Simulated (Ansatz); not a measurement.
The cluster B5⁻: single points at one geometry.

```yaml
crystal:
  periodic: [false, false, false]
  atoms:
    - {symbol: B, position_ang: [-0.905044, 0.582758, -0.041703]}
    - {symbol: B, position_ang: [0.488900, 0.444055, 0.851055]}
    - {symbol: B, position_ang: [0.410284, -1.012402, -0.797985]}
    - {symbol: B, position_ang: [-0.528818, -0.782234, 0.704161]}
    - {symbol: B, position_ang: [0.534667, 0.767823, -0.715528]}
basis:
  gaussian: {orbitals: def2-TZVPD, initial_orbitals: start.molden}
total_charge: -1
hamiltonian: {xc: {name: CAM-B3LYP}, dispersion: d4}
scf: {omitted_lower_state_checks: [starts]}
output: {orbitals: {seedname: orbitals}}
```

The file start.molden holds the orbitals of an earlier run on this structure, at another level or in another basis.

```sh
$ ansatz run in.yaml --threads 4 --pin off --events-out ev --progress --plain --max-ram 3916MiB
```

Output, abridged:

```
Functional definition: CAM-B3LYP
825 factors; their error is unknown
305 factors; integrals over basis functions are off by at most 2.2e-5 eV
mean field evaluation 1: about -3370.2448 eV, gradient 5.0e0 eV
mean field evaluation 2: about -3370.3147 eV, gradient 9.5e-2 eV
mean field evaluation 4: about -3370.3150 eV, gradient 4.5e-3 eV
mean field -3370.31496543 eV, -123.8567904979 hartree, gradient 2.5e-5 eV, S^2 0.000000; 0 other end points of the search recorded, 0 dependent functions left out
reference -3370.31506570 eV, -123.8567941829 hartree; 13, 13 occupied and 172, 172 virtual orbitals, 825 factors
Total energy: -3370.43925697 eV, -123.8613581278 hartree
Checks for a lower state left out: starts
```

It took 0.95 s on 4 threads of AMD EPYC 9R45 on a shared host.

The first input with `hamiltonian: {xc: r2scan, dispersion: d4}` (abridged; 1 s):

```
Functional definition: r2SCAN
mean field -3371.37462592 eV, -123.8957323027 hartree, gradient 2.2e-5 eV, S^2 0.000000
Total energy: -3371.40442018 eV, -123.8968272216 hartree
Checks for a lower state left out: starts
```

The first input with `hamiltonian: {xc: {name: revPBE}, dispersion: d4}` (abridged; 0.65 s):

```
Functional definition: revPBE
mean field -3373.18492809 eV, -123.9622596804 hartree, gradient 2.3e-5 eV, S^2 0.000000
Total energy: -3373.63545921 eV, -123.9788163938 hartree
Checks for a lower state left out: starts
```

The first input with `hamiltonian: {xc: pbe0, dispersion: d4}` (abridged; 0.75 s):

```
Functional definition: PBE0
mean field -3368.74198725 eV, -123.7989846162 hartree, gradient 1.5e-5 eV, S^2 0.000000
Total energy: -3368.86401357 eV, -123.8034690007 hartree
Checks for a lower state left out: starts
```

The first input with `hamiltonian: {xc: pbe, dispersion: d4}`, `output: {forces: true, orbitals: {seedname: orbitals}}` (abridged; 0.75 s):

```
Functional definition: PBE
mean field -3368.53223633 eV, -123.7912764121 hartree, gradient 2.1e-5 eV, S^2 0.000000
Total energy: -3368.68035413 eV, -123.7967196408 hartree
Atom 0 force     0.179604     0.018183     0.154331 eV/Å
Atom 1 force    -0.210148     0.056754    -0.095489 eV/Å
Atom 2 force     0.050548    -0.124581    -0.098230 eV/Å
Atom 3 force    -0.027653    -0.000901     0.043269 eV/Å
Atom 4 force     0.007649     0.050544    -0.003882 eV/Å
Dipole moment:    -0.192899     0.475887     0.375114 e Å
Checks for a lower state left out: starts
```

As the first input, with `gaussian: {orbitals: "def2-TZVPPD.json", initial_orbitals: start.molden}`, `correlation: {method: ccsd_t}` and without the key `hamiltonian` (abridged; 7.5 s):

```
Functional definition: HF
mean field evaluation 16: about -3339.1931 eV, gradient 1.4e1 eV
mean field evaluation 32: about -3338.9826 eV, gradient 2.0e-1 eV
mean field evaluation 64: about -3344.8060 eV, gradient 2.1e-1 eV
mean field evaluation 96: about -3337.3205 eV, gradient 3.0e0 eV
mean field -3348.74807689 eV, -123.0642219628 hartree, gradient 6.1e-6 eV, S^2 0.000000; unrestricted orbitals would lower it
5 core orbitals not correlated: weight in the atoms' cores, before any rotation towards them, 1.000 or more for the frozen orbitals, at most 0.000 for the correlated occupied ones
second order -14.06234772 eV of doubles, -0.00000000 eV of singles
cycle   1  -13.37981956 eV  change    6.8e-1 eV  update   1.5e-1
cycle   2  -14.02146357 eV  change   -6.4e-1 eV  update   5.8e-2
cycle   3  -14.19175430 eV  change   -1.7e-1 eV  update   3.4e-2
cycle   4  -14.17516749 eV  change    1.7e-2 eV  update   1.2e-2
cycle   5  -14.17834572 eV  change   -3.2e-3 eV  update   1.1e-2
cycle   6  -14.18522543 eV  change   -6.9e-3 eV  update   7.0e-3
cycle   7  -14.18305216 eV  change    2.2e-3 eV  update   5.3e-3
cycle   8  -14.18479365 eV  change   -1.7e-3 eV  update   3.6e-3
cycle   9  -14.18628703 eV  change   -1.5e-3 eV  update   1.8e-3
cycle  10  -14.18530143 eV  change    9.9e-4 eV  update   7.7e-4
cycle  11  -14.18557170 eV  change   -2.7e-4 eV  update   3.4e-4
cycle  12  -14.18567887 eV  change   -1.1e-4 eV  update   1.8e-4
cycle  13  -14.18573555 eV  change   -5.7e-5 eV  update   7.8e-5
cycle  14  -14.18577855 eV  change   -4.3e-5 eV  update   3.5e-5
cycle  15  -14.18575663 eV  change    2.2e-5 eV  update   1.6e-5
cycle  16  -14.18575616 eV  change    4.7e-7 eV  update   7.6e-6
perturbative correction -1.31490142 eV, -0.0483217357 hartree
Total energy: -3364.24873447 eV, -123.6338606221 hartree
Checks for a lower state left out: starts
```

Geometry: r2SCAN-D4/def2-SVPD.

Correlated methods freeze 5 core orbitals. The restricted singlet is unstable towards broken spin symmetry in Hartree–Fock (as tested in another run); at CAM-B3LYP-D4/def2-TZVPD, r2SCAN-D4/def2-TZVPD, revPBE-D4/def2-TZVPD, PBE0-D4/def2-TZVPD and others this wasn't settled. At r2SCAN-D4/def2-TZVPD, revPBE-D4/def2-TZVPD, PBE-D4/def2-TZVPD the highest occupied level of the charge -1 singlet lies above zero (up to 0.48 eV). The electron is either unbound and held by the finite basis, or the level is raised by self-interaction error. At CCSD(T)/def2-TZVPPD T1 of the charge -1 singlet is large (up to 0.034), so the single-reference result is doubtful. At CCSD(T)/def2-TZVPPD the restricted singlet (for correlated methods, its reference) is unstable: a solution with broken spin symmetry lies lower. Another isomer (triplet) lies 2.82 eV lower at PBE0-D4/def2-TZVPD; other spin states weren't run for this one.
